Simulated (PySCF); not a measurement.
CH5AlClN, SMILES [CH3][Al]([NH2])[Cl].

Geometry: B3LYP-D3(BJ)/def2-SVP. The values are those of a single conformer.

Method: PySCF with HF/def2-TZVP.

Gas-phase values at a fixed geometry.

Task: Estimate the frontier levels, gap, dipole moment and polarisability. (Estimate from the structure and the level; the computed values follow.)

Result: 
| Quantity | Result |
|---|---|
| highest occupied level | -11.03 eV |
| lowest empty level | 2.49 eV |
| orbital gap | 13.51 eV |
| dipole moment | 0.504 e·Å |
| quadrupole, principal values (traceless, Buckingham form, about the centre of nuclear charge) | -3.79, 1.28, 2.51 D·Å |
| mean static polarisability | 51.0 bohr³ (7.55 Å³) |
| polarisability, principal values | 42.7, 53.3, 57.0 bohr³ |
